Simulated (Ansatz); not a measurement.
Geometry optimisation, RKS PBE-D4/def2-SVP (Ansatz).

Input:

```yaml
crystal:
  periodic: [false, false, false]
  atoms:
    - { symbol: C, position_ang: [-0.4605, 1.0624, -0.029] }
    - { symbol: O, position_ang: [-0.9112, -0.2574, 0.0138] }
    - { symbol: Si, position_ang: [-0.1913, -1.2648, 1.0886] }
    - { symbol: S, position_ang: [1.7147, -1.9526, 0.1694] }
    - { symbol: H, position_ang: [0.5425, 1.1964, -0.3587] }
    - { symbol: H, position_ang: [-1.1224, 1.626, -0.7964] }
    - { symbol: H, position_ang: [-0.6491, 1.6113, 0.9231] }
    - { symbol: H, position_ang: [1.1693, -2.0784, -1.0666] }
basis:
  gaussian: { orbitals: def2-SVP }
hamiltonian:
  xc: pbe
  dispersion: d4
relax:
  f_tol: 0.015
  max_steps: 40
```

Launched with:

```bash
$ ansatz run input.yaml --threads 1 --pin off --max-ram 2048MiB --backend cpu --events-out ev --progress --plain --runs-dir out
```

Q: Where does it end, and by what steps?

A: The run converged. The force dipped under the threshold on the way, but the program's further checks kept it going. After 33 steps the energy has fallen by 0.693 eV; H8 moved furthest, 1.13 Å.

| step | energy less start (eV) | largest force component (eV/Å) | accepted |
| --- | --- | --- | --- |
| 0 | 0.0000 | 2.902 | yes |
| 2 | -0.3359 | 1.025 | yes |
| 4 | -0.4890 | 0.308 | yes |
| 6 | -0.5953 | 0.686 | yes |
| 8 | -0.6579 | 0.460 | yes |
| 10 | -0.6381 | 0.336 | no |
| 12 | -0.6806 | 0.020 | yes |
| 14 | -0.6821 | 0.013 | yes |
| 16 | -0.6839 | 0.104 | yes |
| 18 | -0.6856 | 0.125 | yes |
| 20 | -0.6902 | 0.016 | yes |
| 22 | -0.6904 | 0.050 | yes |
| 24 | -0.6867 | 0.327 | no |
| 26 | -0.6919 | 0.012 | yes |
| 28 | -0.6927 | 0.046 | yes |
| 30 | -0.6933 | 0.020 | yes |
| 32 | -0.6934 | 0.016 | yes |
| 33 | -0.6935 | 0.006 | yes |

```xyz
8
Properties=species:S:1:pos:R:3
C -0.320 0.966 0.015
O -0.728 -0.016 0.944
Si -0.387 -1.646 1.184
S 1.036 -2.156 -0.428
H 0.781 1.127 0.044
H -0.604 0.689 -1.026
H -0.817 1.926 0.265
H 1.130 -0.947 -1.054
```

Whether the end is a true minimum wasn't checked by a vibrational analysis.

Time of the run: 94 s on 1 thread of Arm Neoverse V1, on a shared host, peak memory 0.14 GiB.
